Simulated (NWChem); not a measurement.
Correlation energy of InO

```xyz
2

In     0.0000     0.0000     0.2729
O      0.0000     0.0000    -1.6713
```
Charge 0, spin multiplicity 2.

Everything below was run with NWChem. Structure: optimised with UPBE/def2-SVP with def2 effective core potentials on In, a minimum by its harmonic frequencies.

Basis set: def2-SVP. Each correlation energy counts from its own Hartree-Fock reference.

Effective core potentials replace the inner electrons of In; spin-orbit coupling is left out. The correlated methods keep 5 core orbitals frozen. The structure started from a generated list of species. The unpaired electrons of the parent sit in orbitals of symmetry a1 (C2v labels of the run); other states weren't searched. No SCF solution was tested for a lower state. Open-shell Hartree-Fock references start from PBE0 orbitals. No row is a measurement; the coupled-cluster row has its own basis-set and correlation limits.

```json
[
 {"method": "CCSD(T) on UHF", "correlation energy (mHa)": "…", "remark": "large amplitudes"},
 {"method": "CCSD on UHF", "correlation energy (mHa)": "-243.2", "remark": "large amplitudes"},
 {"method": "CCSD[T] on ROHF", "correlation energy (mHa)": "…", "remark": "large amplitudes"},
 {"method": "UMP2", "correlation energy (mHa)": "-214.5", "remark": "-"},
 {"method": "CCSD(T) on ROHF", "correlation energy (mHa)": "…", "remark": "large amplitudes"},
 {"method": "CCSD on ROHF", "correlation energy (mHa)": "-249.5", "remark": "large amplitudes"},
 {"method": "CCSD[T] on UHF", "correlation energy (mHa)": "…", "remark": "large amplitudes"},
 {"method": "SCS-UMP2", "correlation energy (mHa)": "-209.0", "remark": "-"}
]
```

Problem. What belongs in the gaps?

Solution. 
- CCSD(T) on UHF, correlation energy (mHa): -253.0
- CCSD[T] on ROHF, correlation energy (mHa): -264.0
- CCSD(T) on ROHF, correlation energy (mHa): -260.0
- CCSD[T] on UHF, correlation energy (mHa): -256.6
